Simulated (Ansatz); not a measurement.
A made-up structure of AlH₃SeO, closed shell:

```
6
angstrom
O 0.1830 0.3655 -0.4238
Al -0.8019 -1.0098 -0.4983
Se 0.9711 0.9570 1.6640
H -1.4045 -1.5400 -1.7892
H 0.4140 0.8891 -1.2070
H 0.2700 -0.1864 2.2656
```

It is relaxed with PBE-D4/def2-SVP and then PBE0-D4/def2-TZVP (Ansatz 0.2.0). Atoms count as bonded within 1.22 times the sum of their covalent radii (H–H: 0.88 Å). The end point is not checked to be a true minimum.

Q: Does its bonding change? (A judgement: the text doesn't fix the answer.)

A: Computed: Yes. Formed: Al2–Se3; broken: none.

Where it ends: The first stage lowers the energy by 4.45 eV in 14 steps. It ends as AlH₃SeO ([OH][AlH][SeH]):
```
6
angstrom
O 0.3928 0.8981 -1.3618
Al -0.1687 -0.1900 -0.1950
Se 0.5304 0.2592 1.9585
H -1.0973 -1.4170 -0.5456
H 0.1850 0.8376 -2.2923
H -0.2104 -0.9125 2.4474
```

Labels in which every atom is bracketed show which atoms are joined, not bond orders.

For scale, one of the runs: PBE0-D4/def2-TZVP relaxation, 134 basis functions, launched by `ansatz run in.yaml --threads 2 --pin off --events-out ev --progress --plain --max-ram 4352MiB`. Hardware: 2 CPU threads of an Arm Neoverse V1, shared host. Wall time about 20 s.
